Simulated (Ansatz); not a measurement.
GeH₄OSi, SMILES `[SiH3][O][GeH]`, 7 atoms. The species carries charge 0 and has multiplicity 1. Correlated methods include outer-core shells of Ge, which these sets cover unevenly. Scalar relativity is left out up to krypton. All runs use 2 threads of a server CPU on a shared host. Correlated methods freeze the cores.

Give the basis size and wall time and peak host memory of each of these runs in Ansatz. RKS ωB97M-V/def2-SVP energy; RKS r2SCAN0-D4/def2-TZVPP energy; RKS PBE0-D4/def2-QZVPP energy; RHF-CCSD(T)/def2-SVP energy; RKS PBE0-D4/def2-TZVP frequencies; RKS B3LYP-D4/def2-TZVPP energy and forces; RKS ωB97M-V/def2-QZVPP energy; RHF-MP2/def2-QZVPP energy; RHF-CCSD(T)/def2-TZVPP energy; direct RPA on PBE orbitals/def2-TZVPP energy; RKS B97M-V/def2-TZVPP energy; RKS PBE0-D4/def2-SVP energy. (An estimate is asked.)

Computed: Other jobs shared the machine, so times are rough.

```
                                level                job  functions  wall time  peak host memory (GiB)
                 RKS PBE0-D4/def2-SVP             energy         84      1.2 s                    0.17
                 RHF-CCSD(T)/def2-SVP             energy         84      2.8 s                    0.25
              RKS B3LYP-D4/def2-TZVPP  energy and forces        177        3 s                     0.4
direct RPA on PBE orbitals/def2-TZVPP             energy        177      3.6 s                    0.35
            RKS r2SCAN0-D4/def2-TZVPP             energy        177      3.7 s                    0.41
                 RKS ωB97M-V/def2-SVP             energy         84      4.3 s                    0.25
                RKS B97M-V/def2-TZVPP             energy        177        6 s                    0.27
               RKS PBE0-D4/def2-QZVPP             energy        336        7 s                    0.96
               RKS ωB97M-V/def2-QZVPP             energy        336       16 s                     1.1
                   RHF-MP2/def2-QZVPP             energy        336       17 s                     1.2
               RHF-CCSD(T)/def2-TZVPP             energy        177       33 s                     1.6
                RKS PBE0-D4/def2-TZVP        frequencies        140       73 s                    0.34
```

B3LYP here is the variant with VWN-RPA as its local correlation; programs differ in this.
